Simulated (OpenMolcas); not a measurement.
Co2+ among 4 point charges of -3 e arranged as a square (D4h). The active orbitals were held to one l.

```json
{
  "Program": "OpenMolcas 26.06",
  "Method": "CASSCF",
  "Basis": "ANO-RCC-VDZP [5s4p2d1f]",
  "Scalar Hamiltonian": "DKH2, point nucleus",
  "Active space": "7 electrons in 5 orbitals (3d)",
  "State averaging": "2S+1 = 4 even, 10 roots; 2S+1 = 2 even, 40 roots",
  "Spin-orbit coupling": "state interaction with AMFI integrals over the reference wave functions"
}
```

All point charges move together. At R = 1.76 Å the first state of the same spin is 3440 cm-1, and at R = 2.03 Å it is 2297 cm-1.

Q: A third run gives 2982 cm-1. What distance was it run at?

A: With a power law R^-n the two known points give n = -ln(2297 / 3440) / ln(2.03 / 1.76) = 2.83. Then R = 1.76 × (3440 / 2982)^(1/2.83) = 1.851 Å. The run was at 1.85 Å, so the estimate is off by +0.001 Å.

Without dynamic correlation the repulsion within the d shell is too large (B by tens of per cent), so at a given field states of lower spin stand too high. Point charges carry no covalency, so the field is a model and not that of real ligands. No measured value stands beside these numbers.
